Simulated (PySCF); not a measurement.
C2H2, charge +1, doublet, at a GFN2-xTB geometry (a state made from the parent by changing its charge; the spin is typed, not shown lowest). Base run: TPSS/cc-pVDZ (PySCF).

Here is a job for PySCF.
```python
from pyscf import gto, scf, dft

mol = gto.Mole()
mol.atom = '''
    C    -0.564234    0.088603   -0.223175
    C     0.586430   -0.102227    0.147197
    H    -1.630514    0.300239   -0.275456
    H     1.497337   -0.218495    0.731325
'''
mol.basis = 'cc-pvdz'
mol.charge = 1
mol.spin = 1
mol.verbose = 4
mol.build()

mf = dft.UKS(mol)
mf.xc = 'tpss'
mf.kernel()
mf.analyze()
```

Variants of this job, named by their change:

```
change                             ΔE vs base (mEh)  fitting functions
---------------------------------  ----------------  -----------------
base                                          0.000                  -
auxbasis = cc-pvdz-jkfit                     -0.044                186
auxbasis = even-tempered beta=3.0            -0.166                186
auxbasis = autoaux                           -0.014                272
auxbasis = cc-pvqz-jkfit                     -0.013                314
auxbasis = def2-universal-jfit               -0.044                120
auxbasis = def2-svp-ri                       -3.046                124
auxbasis = def2-tzvp-ri                      -0.109                182
auxbasis = cc-pvtz-ri                        -0.235                222
auxbasis = even-tempered beta=1.6            -0.001                414
```

A fitting set is made for a task (jfit for Coulomb, jkfit for Coulomb and exchange, ri for correlation) and for a family of orbital bases.

Open shells are given as the SCF converged; they aren't shown to be the lowest states, and a large step between rows can be another state.
